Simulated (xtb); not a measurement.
Level of theory: GFN2-xTB in xtb.

```
xtb start.xyz --ohess tight --gfn 2 --chrg 0 --uhf 0 --iterations 400

# start.xyz
14

Ti     0.000000     0.000000     0.000000
Cl    -0.490647    -2.489844    -0.136583
C     -1.349316     0.957993     1.581782
H     -1.099282     0.599297     2.584936
H     -2.402366     0.724023     1.397820
H     -1.245954     2.047402     1.582784
C     -0.401846     0.969655    -2.034386
H      0.472783     1.524090    -2.388116
H     -1.240293     1.670746    -1.979836
H     -0.646394     0.216921    -2.790087
C      2.193122     0.315113     0.575635
H      2.312237     1.196905     1.212622
H      2.818251     0.458470    -0.311022
H      2.586069    -0.546641     1.123786
```

Output:

```
[...]
eigval :      154.81   154.97   333.67   457.18   495.32   495.44
eigval :      510.21   526.98   527.02   557.44   557.61   571.77
eigval :     1218.22  1218.45  1234.12  1465.61  1467.07  1467.19
eigval :     1470.61  1470.64  1471.17  2860.04  2867.81  2868.36
eigval :     2879.08  2879.59  2880.21  2895.03  2895.39  2896.27
           -------------------------------------------------
          |                Property Printout                |
           -------------------------------------------------

    * Orbital Energies and Occupations

         #    Occupation            Energy/Eh            Energy/eV
      -------------------------------------------------------------
         1        2.0000           -1.0461396             -28.4669
       ...           ...                  ...                  ...
         4        2.0000           -0.5909554             -16.0807
         5        2.0000           -0.4761927             -12.9579
         6        2.0000           -0.4712149             -12.8224
         7        2.0000           -0.4701991             -12.7948
         8        2.0000           -0.4701318             -12.7929
         9        2.0000           -0.4618565             -12.5678
        10        2.0000           -0.4617555             -12.5650
        11        2.0000           -0.4594379             -12.5019
        12        2.0000           -0.4119562             -11.2099
        13        2.0000           -0.4119402             -11.2095
        14        2.0000           -0.3963836             -10.7861
        15        2.0000           -0.3635422              -9.8925
        16        2.0000           -0.3635359              -9.8923 (HOMO)
        17                         -0.2891209              -7.8674 (LUMO)
        18                         -0.2891046              -7.8669
        19                         -0.2609406              -7.1006
        20                         -0.2380463              -6.4776
        21                         -0.2380169              -6.4768
        22                          0.0590409               1.6066
        23                          0.0686446               1.8679
        24                          0.0686473               1.8680
        25                          0.0734009               1.9973
        26                          0.0734029               1.9974
        27                          0.0873951               2.3781
       ...                                ...                  ...
        39                          1.0030404              27.2941
      -------------------------------------------------------------
                  HL-Gap            0.0744150 Eh            2.0249 eV
             Fermi-level           -0.3263284 Eh           -8.8798 eV

     #   Z          covCN         q      C6AA      α(0)
     1  22 Ti       3.256     0.634   107.627    25.332
     2  17 Cl       0.759    -0.390   111.640    16.162
     3   6 C        3.599    -0.252    26.320     7.422
     4   1 H        0.924     0.058     2.227     2.334
     5   1 H        0.924     0.057     2.230     2.335
     6   1 H        0.924     0.056     2.247     2.344
     7   6 C        3.599    -0.252    26.319     7.422
     8   1 H        0.924     0.056     2.247     2.344
     9   1 H        0.924     0.058     2.227     2.334
    10   1 H        0.924     0.057     2.230     2.335
    11   6 C        3.599    -0.252    26.320     7.422
    12   1 H        0.924     0.056     2.246     2.344
    13   1 H        0.924     0.058     2.228     2.334
    14   1 H        0.924     0.057     2.230     2.335

 Mol. C6AA /au·bohr⁶  :       2380.394874
 Mol. C8AA /au·bohr⁸  :      91240.245428
 Mol. α(0) /au        :         84.801263

Wiberg/Mayer (AO) data.
largest (>0.10) Wiberg bond orders for each atom

 ---------------------------------------------------------------------------
     #   Z sym  total        # sym  WBO       # sym  WBO       # sym  WBO
 ---------------------------------------------------------------------------
     1  22 Ti   4.685 --    11 C    1.018     7 C    1.018     3 C    1.018
                             2 Cl   0.970
     2  17 Cl   1.100 --     1 Ti   0.970
     3   6 C    3.874 --     1 Ti   1.018     6 H    0.922     5 H    0.914
                             4 H    0.914
     4   1 H    0.997 --     3 C    0.914
     5   1 H    0.997 --     3 C    0.914
     6   1 H    0.997 --     3 C    0.922
     7   6 C    3.874 --     1 Ti   1.018     8 H    0.922    10 H    0.914
                             9 H    0.914
     8   1 H    0.997 --     7 C    0.922
     9   1 H    0.997 --     7 C    0.914
    10   1 H    0.997 --     7 C    0.914
    11   6 C    3.874 --     1 Ti   1.018    12 H    0.922    13 H    0.914
                            14 H    0.914
    12   1 H    0.997 --    11 C    0.922
    13   1 H    0.997 --    11 C    0.914
    14   1 H    0.997 --    11 C    0.914
 ---------------------------------------------------------------------------

Topologies differ in total number of bonds
Writing topology from bond orders to xtbtopo.mol

molecular dipole:
                 x           y           z       tot (Debye)
 q only:        0.279       1.337       0.071
   full:        0.197       0.943       0.050       2.452
molecular quadrupole (traceless):
                xx          xy          yy          xz          yz          zz
 q only:        2.848      -1.970      -6.086      -0.103      -0.490       3.238
  q+dip:        3.358      -2.315      -7.173      -0.119      -0.577       3.815
   full:        3.023      -2.086      -6.459      -0.109      -0.520       3.436

           -------------------------------------------------
          |                Geometry Summary                 |
           -------------------------------------------------

      molecular mass/u    :      128.4233570
   center of mass at/Å    :       -0.0790759      -0.3497543      -0.0174872
  moments of inertia/u·Å² :        0.1840700E+03   0.2809074E+03   0.2810011E+03
rotational constants/cm⁻¹ :        0.9158272E-01   0.6001134E-01   0.5999135E-01

 * 13 selected distances

     #   Z          #   Z                                           value/Å
     1  22 Ti       2  17 Cl                                      2.1777866 (max)
     1  22 Ti       3   6 C                                       2.0630732
     3   6 C        4   1 H                                       1.1021272
     3   6 C        5   1 H                                       1.1022652
     3   6 C        6   1 H                                       1.1000963
     1  22 Ti       7   6 C                                       2.0630333
     7   6 C        8   1 H                                       1.1001062
     7   6 C        9   1 H                                       1.1022192
     7   6 C       10   1 H                                       1.1022309
     1  22 Ti      11   6 C                                       2.0630292
    11   6 C       12   1 H                                       1.1000912 (min)
    11   6 C       13   1 H                                       1.1021066
    11   6 C       14   1 H                                       1.1022942

 * 3 distinct bonds (by element types)

   Z      Z             #   av. dist./Å        max./Å        min./Å
   1 H    6 C           9     1.1015041     1.1022942     1.1000912
   6 C   22 Ti          3     2.0630453     2.0630732     2.0630292
  17 Cl  22 Ti          1     2.1777866     2.1777866     2.1777866

           -------------------------------------------------
          |               Frequency Printout                |
           -------------------------------------------------
 projected vibrational frequencies (cm⁻¹)
eigval :       -0.00    -0.00    -0.00     0.00     0.00     0.00
eigval :       45.78    76.71    79.54   105.97   106.29   138.45
eigval :      154.81   154.97   333.67   457.18   495.32   495.44
eigval :      510.21   526.98   527.02   557.44   557.61   571.77
eigval :     1218.22  1218.45  1234.12  1465.61  1467.07  1467.19
eigval :     1470.61  1470.64  1471.17  2860.04  2867.81  2868.36
eigval :     2879.08  2879.59  2880.21  2895.03  2895.39  2896.27
 reduced masses (amu)
   1: 13.53   2: 23.12   3: 25.99   4: 31.43   5: 29.26   6: 20.99   7:  1.06   8:  1.96
   9:  1.97  10: 24.32  11: 24.18  12: 16.81  13: 11.20  14: 11.25  15: 32.62  16: 13.29
  17: 12.77  18: 12.70  19:  2.47  20:  6.62  21:  6.58  22:  7.68  23:  7.72  24: 10.38
  25:  3.18  26:  3.18  27:  3.25  28:  1.73  29:  1.73  30:  1.73  31:  1.73  32:  1.74
  33:  1.73  34:  1.95  35:  1.76  36:  1.76  37:  1.75  38:  1.80  39:  1.48  40:  1.54
  41:  1.55  42:  1.76
 IR intensities (km·mol⁻¹)
   1:  0.04   2:  0.22   3:  0.24   4:  0.27   5:  0.21   6:  0.90   7:  0.00   8:  0.09
   9:  0.10  10:  4.09  11:  4.04  12:  0.00  13:  0.05  14:  0.06  15: 27.47  16: 12.91
Refinement of some symmetry elements was terminated before convergence was reached.
Some symmetry elements may remain unidentified.
Molecule has the following symmetry elements: (C3)
It seems to be the C3 point group
  17:  5.66  18:  5.37  19:  0.31  20: 46.42  21: 46.15  22: 51.90  23: 51.96  24:153.38
  25:  4.39  26:  4.40  27:  2.04  28:  0.68  29:  1.51  30:  1.18  31:  4.31  32:  4.82
  33:  6.92  34:  1.20  35: 44.65  36: 44.01  37: 11.13  38:  8.47  39: 18.99  40:  1.53
  41:  1.60  42: 87.23
 Raman intensities (Ä⁴*amu⁻¹)
   1:  0.00   2:  0.00   3:  0.00   4:  0.00   5:  0.00   6:  0.00   7:  0.00   8:  0.00
   9:  0.00  10:  0.00  11:  0.00  12:  0.00  13:  0.00  14:  0.00  15:  0.00  16:  0.00
  17:  0.00  18:  0.00  19:  0.00  20:  0.00  21:  0.00  22:  0.00  23:  0.00  24:  0.00
  25:  0.00  26:  0.00  27:  0.00  28:  0.00  29:  0.00  30:  0.00  31:  0.00  32:  0.00
  33:  0.00  34:  0.00  35:  0.00  36:  0.00  37:  0.00  38:  0.00  39:  0.00  40:  0.00
  41:  0.00  42:  0.00
 output can be read by thermo (or use thermo option).
 writing <g98.out> molden fake output.
 recommended (thermochemical) frequency scaling factor: 1.0
           -------------------------------------------------
          |             Thermodynamic Functions             |
           -------------------------------------------------

c3  symmetry found (for desy threshold:  0.10E+00) used in thermo

          ...................................................
          :                      SETUP                      :
          :.................................................:
          :  # frequencies                          36      :
          :  # imaginary freq.                       0      :
          :  linear?                             false      :
          :  only rotor calc.                    false      :
          :  symmetry                               c3      :
          :  rotational number                       3      :
          :  scaling factor                  1.0000000      :
          :  rotor cutoff                   50.0000000 cm⁻¹ :
          :  imag. cutoff                  -20.0000000 cm⁻¹ :
          :.................................................:

    mode    ω/cm⁻¹     T·S(HO)/kcal·mol⁻¹    T·S(FR)/kcal·mol⁻¹   T·S(vib)
   ------------------------------------------------------------------------
       1     45.78    -1.48831 ( 41.27%)    -1.08223 ( 58.73%)    -1.24983
       2     76.71    -1.18463 ( 84.71%)    -0.92948 ( 15.29%)    -1.14562
       3     79.54    -1.16345 ( 86.49%)    -0.91878 ( 13.51%)    -1.13040
       4    105.97    -0.99626 ( 95.28%)    -0.83385 (  4.72%)    -0.98859
       5    106.29    -0.99449 ( 95.33%)    -0.83295 (  4.67%)    -0.98695
       6    138.45    -0.84231 ( 98.33%)    -0.75468 (  1.67%)    -0.84085
       7    154.81    -0.77883 ( 98.92%)    -0.72161 (  1.08%)    -0.77821
       8    154.97    -0.77826 ( 98.93%)    -0.72131 (  1.07%)    -0.77765
   ------------------------------------------------------------------------

   temp. (K)  partition function   enthalpy   heat capacity  entropy
                                   cal/mol     cal/K/mol   cal/K/mol   J/K/mol
 298.15  VIB  0.643E+04             5096.883     28.018     33.421
         ROT  0.971E+05              888.752      2.981     25.801
         INT  0.624E+09             5985.635     30.999     59.222
         TR   0.141E+28             1481.254      4.968     40.445
         TOT                        7466.8894    35.9667    99.6672   417.0074

       T/K    H(0)-H(T)+PV         H(T)/Eh          T*S/Eh         G(T)/Eh
   ------------------------------------------------------------------------
    298.15    0.118992E-01    0.112822E+00    0.473551E-01    0.654671E-01
   ------------------------------------------------------------------------

         :::::::::::::::::::::::::::::::::::::::::::::::::::::
         ::                  THERMODYNAMIC                  ::
         :::::::::::::::::::::::::::::::::::::::::::::::::::::
         :: total free energy         -17.106456935698 Eh   ::
         ::.................................................::
         :: total energy              -17.171924016979 Eh   ::
         :: zero point energy           0.100922923552 Eh   ::
         :: G(RRHO) w/o ZPVE           -0.035455842270 Eh   ::
         :: G(RRHO) contrib.            0.065467081282 Eh   ::
         :::::::::::::::::::::::::::::::::::::::::::::::::::::

optimized geometry written to: xtbopt.xyz

           -------------------------------------------------
          | TOTAL ENERGY              -17.171924016979 Eh   |
          | TOTAL ENTHALPY            -17.059101847780 Eh   |
          | TOTAL FREE ENERGY         -17.106456935698 Eh   |
          | GRADIENT NORM               0.000071383435 Eh/α |
          | HOMO-LUMO GAP               2.024935543691 eV   |
           -------------------------------------------------

------------------------------------------------------------------------
```

Cost: roughly 0.8 core-seconds.
